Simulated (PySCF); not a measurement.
SMILES [OH][Zn][O][SiH3], singlet, B3LYP/def2-SVP optimised geometry.

```
8

Zn    -2.53    -1.82    -2.12
O     -3.84    -2.48    -3.11
H     -4.72    -2.41    -2.70
O     -1.07    -1.24    -1.31
Si    -0.52    -0.41     0.00
H     -0.98     1.02     0.00
H      0.98    -0.41     0.00
H     -0.98    -1.02     1.29
```

Density from PySCF 2.14.0 with B3LYP/def2-TZVP at that geometry.

Minimum of the electron density along straight lines between bonded atoms, close to the bond critical point (lines longer than 1.1 times the sum of covalent radii, or with two minima, are not listed):

| bond | length / Å | ρ at the minimum / e bohr⁻³ | ∇²ρ there / e bohr⁻⁵ | position (fraction from the first atom) |
|---|---|---|---|---|
| Zn1–O2 | 1.771 | 0.140 | 0.71 | 0.49 |
| O2–H3 | 0.966 | 0.353 | -2.31 | 0.80 |
| Zn1–O4 | 1.767 | 0.136 | 0.74 | 0.49 |
| O4–Si5 | 1.644 | 0.136 | 0.81 | 0.59 |
| Si5–H6 | 1.499 | 0.120 | 0.13 | 0.49 |
| Si5–H7 | 1.493 | 0.122 | 0.14 | 0.49 |
| Si5–H8 | 1.500 | 0.120 | 0.13 | 0.49 |
